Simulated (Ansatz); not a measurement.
Mg₂Zn⁻, relaxed as a doublet with UKS PBE0/def2-TZVPD in Ansatz, starting from packed atoms. Force threshold 0.02 eV/Å.

The highest occupied level of the charge -1 doublet lies above zero (up to 0.39 eV). By energy differences its removal costs 0.81 eV (vertical, to the charge 0 singlet, at PBE0/def2-TZVPD); a positive level beside a positive removal energy at the same level points to self-interaction error. The relaxation made no stability test and no search for a lower SCF solution. The structure comes from a short search, and lower isomers may exist.

Start:

```xyz
3

Mg   -1.648   -0.096   -0.369
Mg    0.848    0.979    1.095
Zn    0.800   -0.883   -0.726
```

Q: Estimate the energy that the relaxation releases and the steps that it takes.

A: 3.1 kcal/mol, in 4 steps; 8 s on 4 threads of Arm Neoverse V2 on a shared host. No frequencies were taken in this run, so the end may be a saddle point.

Q: Does the start keep its bonding and symmetry?

A: By distances, no bond broke or formed. The bond that changes most is Mg1–Zn3, from 2.60 to 2.87 Å (atoms count from 1). Point group Cs at the start, C2v at the end, both within 0.05 Å.

Q: Predict the relaxed structure.

A: 
Cartesian coordinates in Å:
```
Mg -1.705 -0.021 -0.306
Mg 0.775 1.043 1.145
Zn 0.929 -1.021 -0.839
```
Bond lengths (bridged metal pairs left out): 2 × Mg–Zn 2.87 Å; 1 × Mg–Mg 3.06 Å.
